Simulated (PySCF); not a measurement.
Relaxation of singlet PbI2

These are results of PBE0/[Pb def2-TZVP with ECP60, I def2-TZVP with ECP28], scalar-relativistic core potentials, density fitting, no spin–orbit coupling, PySCF, not measurements. A (50,194) grid was used.

A hand-made bent start, of C2v symmetry, held to at least that symmetry:

Coordinates in bohr (charge 0 multiplicity 1):
```
Pb    0.0000    0.0000   -1.6502
I     4.2880    0.0000    1.3522
I    -4.2880    0.0000    1.3522
```

Optimiser trace:
```tsv
step	E − E(last) (kJ/mol)	largest gradient (Eh/bohr)
0	4.15	0.01295
1	0.87	0.00338
2	0.21	0.00156
3	0.09	0.00113
4	0.00	0.00014
5	0.00	0.00001
```

It ends at C2v with Pb–I 2.807 Å (×2); I–Pb–I 100.7° (after a last refinement on a finer grid). A frequency run shows a minimum.

Spin–orbit coupling, left out here, can matter for elements this heavy.

The relaxation took about 90 core-seconds on a shared host.
